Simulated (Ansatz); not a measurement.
Ansatz (a program for electronic structure) input (CCSD(T)/pcseg-3): A basis named .json is the Basis Set Exchange file of that set (core-valence sets with the plain set on hydrogen).

Ansatz 0.2 input:
```yaml
crystal:
  periodic: [false, false, false]
  atoms:
    - {symbol: C, position_ang: [-1.14981457, -0.05477791, -0.04502006]}
    - {symbol: Si, position_ang: [0.54785519, 0.02610017, 0.02145083]}
    - {symbol: H, position_ang: [-1.76847219, 0.83159725, -0.09957680]}
    - {symbol: H, position_ang: [-1.68390593, -0.99607076, -0.03559828]}
    - {symbol: H, position_ang: [1.39794796, -1.17454559, 0.09584332]}
    - {symbol: H, position_ang: [1.28334497, 1.30228411, 0.00914054]}
basis:
  gaussian:
    orbitals: pcseg-3.json
magnetization: {spin_polarized: false}
correlation: {method: ccsd_t, electrons: outside_noble_gas}
```

Output:

```
Functional definition: HF
integrals: 1.69 GiB planned
1690 factors; integrals over basis functions are off by at most 1.0e-3 eV
mean field: 1.02 GiB planned
mean field evaluation 1: about -8951.7738 eV, gradient 3.4e1 eV
mean field evaluation 2: about -8951.7746 eV, gradient 3.4e1 eV
mean field evaluation 4: about -8954.9536 eV, gradient 2.8e0 eV
mean field evaluation 8: about -8955.0037 eV, gradient 2.7e-1 eV
mean field evaluation 16: about -8954.9528 eV, gradient 2.8e0 eV
mean field -8955.00440936 eV, -329.0903421239 hartree, gradient 4.2e-6 eV, S^2 0.000000; 0 other end points of the search recorded, 0 dependent functions left out; unrestricted orbitals would lower it
6 core orbitals not correlated
reference -8955.00440936 eV, -329.0903421239 hartree; 6, 6 occupied and 244, 244 virtual orbitals, 1690 factors
second order -8.48797566 eV of doubles, -0.00000000 eV of singles
coupled cluster: 2.79 GiB planned
cycle   1  -8.85699465 eV  change   -3.7e-1 eV  update   7.4e-2
cycle   2  -9.14387792 eV  change   -2.9e-1 eV  update   2.6e-2
cycle   3  -9.20158531 eV  change   -5.8e-2 eV  update   1.2e-2
cycle   4  -9.19789707 eV  change    3.7e-3 eV  update   3.7e-3
cycle   5  -9.19839641 eV  change   -5.0e-4 eV  update   1.2e-3
cycle   6  -9.19832619 eV  change    7.0e-5 eV  update   4.3e-4
cycle   7  -9.19837185 eV  change   -4.6e-5 eV  update   1.9e-4
cycle   8  -9.19842782 eV  change   -5.6e-5 eV  update   5.9e-5
cycle   9  -9.19841499 eV  change    1.3e-5 eV  update   1.7e-5
cycle  10  -9.19840626 eV  change    8.7e-6 eV  update   4.0e-6
perturbative correction -0.42067364 eV, -0.0154594710 hartree
Total energy: -8964.62348925 eV, -329.4438367900 hartree
```
